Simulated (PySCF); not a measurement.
furan-2-ylsilane (C4H6OSi), SMILES [SiH3]c1ccco1.

Coordinates come from a ωB97X-D3(BJ)/def2-SVP optimisation.

Vertical ionisation energy (IE) and electron affinity (EA) in eV. Rows of orbital energies are one-electron estimates. Where ΔSCF, EOM or ADC give a negative EA the extra electron is unbound and the value depends on the basis.

```
level                                           IE     EA
--------------------------------------------  ----  -----
−ε(HOMO), −ε(LUMO), M06-2X/def2-TZVP (PySCF)  7.85  -0.58
−ε(HOMO), −ε(LUMO), PBE/def2-TZVP (PySCF)     5.77   1.24
```
